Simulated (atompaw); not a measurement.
## Logarithmic derivatives: Hf (Z = 72), PAW (atompaw)

atompaw 4.2.0.5 input, output lines left out:

```
Hf 72
GGA-PBE scalarrelativistic loggrid 2001 logderivrange -5 5 251
6 6 5 4 0 0
6 0 1
6 1 0
5 2 2
0 0 0
c
c
c
c
c
v
c
c
c
v
v
c
c
v
c
2
2.45 2.15 2.05 1.50
y
1.15
n
n
y
2.45
n
custom polynom vanderbiltortho sinc
bessel
2.35
2.45
2.00
2.45
2.45
2.10
```

The phase is arctan(r·u′/u) with u = r·R(r), unwrapped; energies in Ry, scanned from -5 to 5 Ry. A pole is an energy at which the radial function vanishes at the test radius. The pseudo phase is shifted by a multiple of π to meet the all-electron one at the reference energy, and phase errors are pseudo minus all-electron; the curves can meet again beyond the range given. Levels narrower than the energy grid can be missing from the lists of poles.

A narrow feature of the pseudo curve, probably an extra level, lies near -0.60 Ry in the s channel; the grid steps over it, so the window and error are not given (n/a).

| channel | radius (bohr) | reference energy (Ry) | poles, all-electron | poles, pseudo | unbroken range about the reference energy with phases within 0.05 rad | phase error 1 Ry above the reference energy (rad) |
| --- | --- | --- | --- | --- | --- | --- |
| s | 2.46 | -0.81 | 3.01 | 3.10 | n/a | n/a |
| p | 2.46 | -0.47 | -2.90, 4.92 | -2.90 | the whole range | +0.002 |
| d | 2.46 | -0.68 | 0.36 | 0.36 | the whole range | +0.000 |

Note: ghost state, extra bound levels that the all-electron valence spectrum of the same l lacks: s at -7.7 eV. A true bound ghost makes a file unfit for plane-wave use.

Phases in the d channel:

```csv
E (Ry),all-electron,pseudo
-5.00,1.372,1.372
-4.52,1.359,1.359
-4.04,1.343,1.343
-3.56,1.322,1.322
-3.08,1.294,1.294
-2.60,1.253,1.253
-2.12,1.186,1.187
-1.64,1.053,1.053
-1.16,0.649,0.650
-0.68,-0.724,-0.724
-0.20,-1.366,-1.366
0.28,-1.552,-1.552
0.76,-1.649,-1.649
1.24,-1.723,-1.723
1.72,-1.797,-1.797
2.20,-1.892,-1.892
2.68,-2.047,-2.047
3.16,-2.376,-2.374
3.64,-3.164,-3.154
4.12,-3.967,-3.955
4.60,-4.301,-4.292
```
